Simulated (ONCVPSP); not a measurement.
What one change does to a pseudopotential (Rh, ONCV)

rhodium, optimised norm-conserving Vanderbilt (ONCV), made with ONCVPSP 4.0.1 (LDA (Perdew-Zunger), fully relativistic). Core [Ar] 3d10, reference 4s2 4p6 4d8 5s1. Waves: 4s+5s: rc 1.70 bohr, ncon 4, nbas 8, qcut 5.7 1/bohr, 3 projectors, debl 0.3 Ha; 4p: rc 1.20 bohr, ncon 3, nbas 7, qcut 6.6 1/bohr, 2 projectors, debl 1.4 Ha; 4d: rc 2.05 bohr, ncon 4, nbas 9, qcut 8 1/bohr, 1 projector. Local part: polynomial inside 0.85 bohr (lpopt 5, dvloc0 0 Ha). Core correction: Teter function, fcfact 6, rcfact 1.1.

Open shells are filled in proportion to 2j + 1.

In the p channel the program set the typed energies aside and used -1.811, 0.250 Ha (j = l + 1/2; the other j can differ).

Change: local potential polynomial inside 1.10 bohr (lpopt 5, dvloc0 2 Ha).

Cutoffs: the cutoffs (Ha) at which the residual kinetic energy of the hardest occupied pseudo-wave falls to 1 and 0.1 mHa per electron; they do not see the model core or the augmentation charge, which bear on the density cutoff. Errors are all-electron minus pseudo energies relative to the spin-unpolarised reference configuration.

Q: Predict the effect on cutoff, ghosts and configuration errors.

A: The potential gets neither clearly harder nor softer (40 Ha and 120 Ha → 40 Ha and 120 Ha); both files keep a bound ghost (s); of the 4 tests that both files solve, the error grows in 1 and shrinks in 1 by more than 15 % and 0.3 meV (median size 1.2 → 1.4 meV).

```csv
quantity,base,changed
"cutoff, loose",40 Ha,40 Ha
"cutoff, tight",120 Ha,120 Ha
bound ghosts,s,s
GHOST(+) flags under 300 eV,s at 197.5 eV,none
"error for 4s2 4p6 4d8 5s0, meV [ΔE 7.79 eV]",-0.6,-0.6
"error for 4s2 4p6 4d7 5s0, meV [ΔE 27.56 eV]",-1.8,-2.1
"error for 4s2 4p6 4d6 5s0, meV [ΔE 60.29 eV]",+11,+9.3
"error for 4s2 4p6 4d7 5s2, meV [ΔE 2.38 eV]",+0.5,+0.3
s: phases at 1.72 bohr within 0.05 rad from the reference energy up to (Ha; the scan ends near 5),to the end of the scan,to the end of the scan
p3/2: phases at 1.22 bohr within 0.05 rad from the reference energy up to (Ha; the scan ends near 5),to the end of the scan,to the end of the scan
p1/2: phases at 1.22 bohr within 0.05 rad from the reference energy up to (Ha; the scan ends near 5),to the end of the scan,to the end of the scan
d5/2: phases at 2.08 bohr within 0.05 rad from the reference energy up to (Ha; the scan ends near 5),1.6,1.5
d3/2: phases at 2.08 bohr within 0.05 rad from the reference energy up to (Ha; the scan ends near 5),1.5,1.5
"rms error of d²Exc/dni dnj with the model core, mHa",4.98,4.98
```

 A true bound ghost makes a file unfit for plane-wave use even where its test errors are small: the radial tests pick states by their node count and pass the ghost by.
